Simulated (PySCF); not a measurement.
# Sm(3+) (samarium, charge +3): UHF calculation

Configuration: [Xe] 4f5, one real determinant. Computed with PySCF 2.14 in x2c-TZVPPall, with scalar relativity by spin-free X2C-1e.

```json
{"Total energy": "-10421.397952 hartree", "One-electron energy": "-14180.1461 hartree", "Hartree (Coulomb) energy": "3993.0525 hartree", "Exchange energy": "-234.3043 hartree", "⟨S²⟩": "8.7545", "⟨L²⟩": "24.025", "Sum of ⟨r⟩": "33.32 bohr", "Sum of ⟨r²⟩": "36.20 bohr²", "Traceless quadrupole moment −½Σ⟨3z² − r²⟩ along its main axis": "0.174 e·bohr²", "Langevin diamagnetic susceptibility": "-28.7 ×10⁻⁶ cm³/mol"}
```

```
shell  electrons  mean orbital energy (eV)  spread (eV)  rms radius, mean of both spins (bohr)
 1s α          1                  -47093.7            0                                 0.0259
 1s β          1                  -47093.7            0                                 0.0259
 2s α          1                   -7838.6            0                                  0.105
 2s β          1                   -7838.5            0                                  0.105
 2p α          3                   -6998.8        0.217                                 0.0941
 2p β          3                   -6998.8        0.230                                 0.0941
 3s α          1                   -1793.2            0                                  0.271
 3s β          1                   -1790.3            0                                  0.271
 3p α          3                   -1524.3        0.722                                  0.272
 3p β          3                   -1521.0        1.355                                  0.272
 3d α          5                   -1154.8        0.651                                  0.250
 3d β          5                   -1151.2        1.271                                  0.250
 4s α          1                   -407.50            0                                  0.614
 4s β          1                   -399.31            0                                  0.614
 4p α          3                   -316.47        0.500                                  0.652
 4p β          3                   -307.34        2.321                                  0.652
 4d α          5                   -185.03        2.387                                  0.721
 4d β          5                   -173.10        2.569                                  0.721
 5s α          1                   -83.099            0                                   1.48
 5s β          1                   -80.009            0                                   1.48
 5p α          3                   -57.196        0.432                                   1.70
 5p β          3                   -54.793        1.010                                   1.70
 4f α          5                   -45.091        2.254                                  0.970
```

⟨L²⟩ = 24.03 against 30 for a pure H term, so this real determinant mixes terms. Spin-orbit coupling, absent here, splits the open shell strongly.

Densities and radii are taken from the X2C orbitals without a picture-change correction, which distorts them close to the nucleus.

Spin-orbit constants ζ (cm⁻¹) from the X2C one-electron operator on these orbitals: bare nucleus, nucleus screened by l(l+1)(2l+1)/3 electrons, and screened by the Breit-Pauli mean field of the electrons.

| shell | bare | screened nucleus | mean field |
| --- | --- | --- | --- |
| 2p | 3139000 | 3038000 | n/a |
| 3p | 642200 | 621400 | n/a |
| 3d | 99920 | 83800 | n/a |
| 4p | 139100 | 134600 | n/a |
| 4d | 18070 | 15160 | n/a |
| 4f | 2534 | 1390 | n/a |
| 5p | 19690 | 19060 | n/a |

To first order the Landé constant is A = 278.0 cm⁻¹, so the lowest level has J = 5/2 and lies 0.517 eV below the centre of the term. This holds in LS coupling only.
